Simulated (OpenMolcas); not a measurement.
**SnGeH6 (SMILES [GeH3][SnH3]): the HOMO–LUMO gap, rung by rung**

SnGeH6: 8 atoms, total charge 0, spin state singlet. As SMILES, `[GeH3][SnH3]`. The coordinates come from a PBE0-D4/def2-TZVP relaxation.

Quantity: the HOMO–LUMO gap, in eV. The values are calculated.

```csv
level,kind,program,value (eV),CPU time
SVWN5/def2-SVP (core potential),LDA,OpenMolcas,6.00,16 s
PBE/def2-SVP (core potential),GGA,OpenMolcas,6.13,21 s
M06-L/def2-SVP (core potential),meta-GGA,OpenMolcas,6.86,27 s
r2SCAN/def2-SVP (core potential),meta-GGA,OpenMolcas,6.71,28 s
B3LYP/def2-SVP (core potential),global hybrid,OpenMolcas,7.54,20 s
BHLYP/def2-SVP (core potential),global hybrid,OpenMolcas,9.83,19 s
PBE0/def2-SVP (core potential),global hybrid,OpenMolcas,8.06,20 s
B2PLYP/def2-SVP (core potential),double hybrid,OpenMolcas,10.05,13 s
```

The values span 6.00 to 10.05 eV. Orbital gaps aren't excitation energies, and those of double hybrids come from the SCF part alone; they tend to grow with the share of exact exchange. CPU times are rough (shared hosts, several kinds of processor): they show what a rung costs within a factor of a few.
